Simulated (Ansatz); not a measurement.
System: tribromoborane, BBr3, net charge 0, singlet state. SMILES: B(Br)(Br)Br
Structure (B3LYP-D3(BJ)/def2-TZVP (Ansatz, a program for electronic structure) minimum search):
```
B
Br 1 1.9073
Br 1 1.9073 2 120.00
Br 1 1.9073 2 120.00 3 -180.00
```

Quantity: vertical electron affinity (to the doublet state of charge -1; a negative value means that the extra electron is unbound and the number depends on the basis; each state is the SCF solution reached for its spin; the molecule has degenerate orbitals, so one determinant may break the symmetry), in eV. Correlated levels leave the core frozen unless marked. UHF or UKS for open shells. No spin-orbit coupling. Frozen are the shells of the preceding noble gas and the d and f shells that filled before the atom's block. No relativistic terms. Anions need diffuse functions: aug- sets have them; def2-D sets add few. CBS marks a two-point X^-3 extrapolation of the correlation energy; Hartree-Fock from the larger set. The bracket is a focal-point correction in the basis named.

```json
[
 {"level": "HF/aug-cc-pVTZ", "program": "Ansatz", "vertical electron affinity (eV)": "-0.07"}
]
```

**Question.** Predict the RI-MP2/CBS(aug-cc-pVTZ,aug-cc-pVQZ)+[CCSD(T)-MP2]/aug-cc-pVTZ result (Ansatz).

**Answer.** 0.46 eV, so HF/aug-cc-pVTZ differs from it by -0.53 eV.
